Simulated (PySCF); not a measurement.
Compound: terephthalaldehyde, C8H6O2.
Numbering: `[O:1]=[CH:2][c:3]1[cH:4][cH:5][c:6]([CH:7]=[O:8])[cH:9][cH:10]1` (hydrogens: H11 on C2; H12 on C4; H13 on C5; H14 on C7; H15 on C9; H16 on C10)

Geometry (PBE0-D3(BJ)/def2-SVP, Å), atoms numbered from 1 in this order:
```
atom  x, y, z in Å
O1     3.5242    0.5555   -0.8749
C2     2.8496   -0.1469   -0.1670
C3     1.3710   -0.0722   -0.0812
C4     0.6784    0.8616   -0.8614
C5    -0.7056    0.9323   -0.7805
C6    -1.4023    0.0721    0.0783
C7    -2.8808    0.1463    0.1643
O8    -3.5548   -0.5563    0.8727
C9    -0.7091   -0.8616    0.8584
C10    0.6749   -0.9325    0.7778
H11    3.3150   -0.9251    0.4904
H12    1.2529    1.5165   -1.5199
H13   -1.2609    1.6563   -1.3838
H14   -3.3468    0.9240   -0.4931
H15   -1.2837   -1.5165    1.5170
H16    1.2302   -1.6566    1.3809
```

Method used: TDDFT CAM-B3LYP/def2-SVPD, vertical, gas phase, core orbitals frozen in the response (PySCF).

Transition dipole moments from the ground state, in atomic units and in the frame of the coordinates above (overall signs are arbitrary), for the states with f of 0.002 or more among the lowest 5:

```tsv
state	E (hartree)	μx	μy	μz
S3	0.1699	0.174	-0.396	0.344
S4	0.1825	-1.872	-0.028	0.220
S5	0.2399	-0.873	-0.712	0.743
```

(1) What oscillator strength does each state have?

(2) The point group is C2h. Which irreducible representation does each state belong to?

(3) All atoms lie in one plane. Which transitions are polarised in it and which across it?

(4) Which bond between heavy atoms lies closest to the direction of the S4 transition dipole?

(5) What angle do the transition dipoles of S4 and S5 make?

(6) How is the summed strength of these states shared among x, y and z?

(7) What peak molar absorption coefficient would the strongest computed level give as a lone Gaussian band 0.4 eV wide at half height?

## Answers

(1) f = (2/3) ΔE |μ|² with ΔE in hartree (27.2114 eV).

| state | \|μ\|² (au) | \|μ\| (D) | f |
| --- | --- | --- | --- |
| S3 | 0.305 | 1.40 | 0.035 |
| S4 | 3.553 | 4.79 | 0.432 |
| S5 | 1.819 | 3.43 | 0.291 |

(2) Polarised across the twofold axis, so Bu: S3, S4 and S5.

(3) In the plane: S3, S4 and S5. No state is polarised perpendicular to it. States polarised in the plane are symmetric under reflection in it, those polarised across it antisymmetric.

(4) C6–C7, C2–C3, C4–C5 and C9–C10, at 5° from it; next O1–C2 and C7–O8 at 51°.

(5) |cos θ| = |μa·μb| / (|μa| |μb|) = 0.71, so θ ≈ 44° (taken between 0 and 90°, since the signs are arbitrary).

(6) (2/3) Σ ΔE μα² gives 0.551 for x, 0.099 for y and 0.107 for z, 0.758 in all.

(7) ε(max) = 2.175×10⁸ f / FWHM, with the width in cm⁻¹. S4: 2.175×10⁸ × 0.4322 / 3226 ≈ 29000 L mol⁻¹ cm⁻¹.

One conformer stands for the species.
